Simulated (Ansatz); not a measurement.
System: sum formula HSiO2, charge 0, multiplicity 2. It need not be the lowest isomer of its formula. SMILES: O=[Si]O
Coordinates optimised at B3LYP-D3(BJ)/def2-TZVP (Ansatz, an electronic-structure program):
```
Si
O 1 1.5317
O 1 1.6342 2 126.89
H 3 0.9671 1 117.65 2 0.00
```
Charge 0, spin multiplicity 2.

Computed values are from Ansatz. Cores are frozen in the correlated levels unless marked. UHF or UKS for open shells. Spin-orbit coupling is left out. No relativistic terms. Basis-set limits of correlation are two-point, X^-3; Hartree-Fock from the larger set. [CCSD(T)-MP2]/basis is that difference in the basis named.

What is the total energy at RI-MP2/CBS(cc-pV(T+d)Z,cc-pV(Q+d)Z)+[CCSD(T)-MP2]/cc-pV(T+d)Z?

-440.0288 Eh.

What is the atomisation energy De at RI-MP2/CBS(cc-pV(T+d)Z,cc-pV(Q+d)Z)+[CCSD(T)-MP2]/cc-pV(T+d)Z?

362.8 kcal/mol.

What is the dipole moment at CCSD(T)/aug-cc-pV(D+d)Z?

2.72 D.

What is the T1 diagnostic at CCSD/cc-pV(T+d)Z?

0.024.
